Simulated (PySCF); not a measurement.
C₁₁H₁₂Se.
SMILES: `CC1=C(C)C(C)=C2C=C[Se]C2=C1`

Method: PBE0-D3(BJ)/def2-SVP geometry optimisation, gas phase (PySCF 2.14.0).

Take the most abundant isotopes and a rigid rotor. 

**Question.** Give the principal moments of inertia and the rotational constants in GHz.

**Answer.** Ia = 385.82, Ib = 1052.84, Ic = 1429.13 u·Å²; 505379 MHz·u·Å²/I gives 1310, 480.0 and 353.6 MHz, that is A = 1.3099, B = 0.4800, C = 0.3536 GHz.

**Question.** What kind of rotor is it?

**Answer.** An asymmetric top; Ray's κ = -0.736.

**Question.** What does the inertial defect say?

**Answer.** Not planar: Δ = Ic − Ia − Ib = -9.53 u·Å². For a rigid frame Δ = −2 Σ m c², so Σ m c² = 4.76 u·Å² lies off the ab plane: 4.74 from hydrogen and 0.02 from heavier atoms. The atom farthest from that plane is 1.00 Å away.

**Question.** Give the other two planar moments, Paa and Pbb, and the rms extents of the mass along the axes.

**Answer.** Paa = Σ m a² = (Ib + Ic − Ia)/2 = 1048.07 and Pbb = Σ m b² = (Ia + Ic − Ib)/2 = 381.06 u·Å². With the mass M = 224.01 u, the rms extents √(P/M) along a, b and c are 2.16, 1.30, 0.15 Å.

**Question.** Where do the levels up to J = 4 lie, in K?

**Answer.** Above 0(0,0), as E/k:
J = 1: 1(0,1) 0.040, 1(1,1) 0.080, 1(1,0) 0.086
J = 2: 2(0,2) 0.119, 2(1,2) 0.154, 2(1,1) 0.172, 2(2,1) 0.291, 2(2,0) 0.292
J = 3: 3(0,3) 0.237, 3(1,3) 0.264, 3(1,2) 0.301, 3(2,2) 0.411, 3(2,1) 0.415, 3(3,1) 0.626, 3(3,0) 0.626
J = 4: 4(0,4) 0.391, 4(1,4) 0.411, 4(1,3) 0.471, 4(2,3) 0.571, 4(2,2) 0.580, 4(3,2) 0.787, 4(3,1) 0.788, 4(4,1) 1.086, 4(4,0) 1.086
The levels of one J sum to (2J + 1)J(J + 1)(A + B + C)/3.

**Question.** Which lines would a microwave search look for?

**Answer.** The dipole components are |μa| = 1.20 D, |μb| = 0.49 D, |μc| = 0.02 D. Intensities carry the squares of the components, which stand as 1.00 : 0.17 : 0.00 (a : b : c). Some of the stronger lines:

| type | branch | J(Ka,Kc) | MHz | lower level (cm⁻¹) |
| --- | --- | --- | --- | --- |
| a | Q | 2(1,1) ← 2(1,2) | 379 | 0.107 |
| b | Q | 1(1,0) ← 1(0,1) | 956 | 0.028 |
| a | R | 2(1,2) ← 1(1,1) | 1541 | 0.055 |
| a | R | 2(0,2) ← 1(0,1) | 1654 | 0.028 |
| a | R | 3(1,3) ← 2(1,2) | 2303 | 0.107 |
| b | R | 2(1,2) ← 1(0,1) | 2371 | 0.028 |
| b | Q | 3(2,1) ← 3(1,2) | 2375 | 0.209 |
| a | R | 3(2,1) ← 2(2,0) | 2553 | 0.203 |
| b | R | 2(2,0) ← 1(1,1) | 4423 | 0.055 |
| b | Q | 3(3,1) ← 3(2,2) | 4473 | 0.286 |
| b | R | 3(2,2) ← 2(1,1) | 4991 | 0.120 |
| b | R | 3(3,1) ← 2(2,0) | 6961 | 0.203 |

PBE0-D3(BJ)/def2-SVP frequencies: not computed here. Zero-point vibration and centrifugal distortion are left out. A rigid rotor knows nothing of internal rotation, which can split or shift real lines.
